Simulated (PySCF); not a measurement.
A small calculation by hand: oscillator strength and radiative lifetime

CCl₂, SMILES Cl[C]Cl (connectivity only; charge and spin as stated), neutral, multiplicity 1.

Geometry optimised at PBE0-D3(BJ)/def2-TZVP. The isomer is the one that the SMILES or the coordinates give; other isomers of the formula were not compared.

PySCF with TDA-B3LYP/def2-TZVPD puts the first singlet state with f over 0.02 at 5.67 eV (vertical), with the transition dipole (0.000, 0.664, 0.000) in atomic units.

Task: Find the oscillator strength, the wavelength and the radiative lifetime that this transition would have in vacuum if emission retraced absorption.

Result: 
|μ|² = 0.4409 au, so |μ| = 1.69 D. ΔE = 5.67/27.211 = 0.2084 hartree. f = (2/3) ΔE |μ|² = 0.061 (the program prints 0.061).
λ = 1239.84/5.67 = 219 nm; ν = 45732 cm⁻¹.
Einstein's coefficient A = 0.6670 ν² f s⁻¹ (ν in cm⁻¹) = 8.5e7 s⁻¹, so τ = 1/A = 12 ns. This state is S4; the lower singlets have f = 0.004, 0.000, 0.020. The figure is the radiative limit of this one transition; relaxation, internal conversion, crossing to triplets and a medium change what is measured.
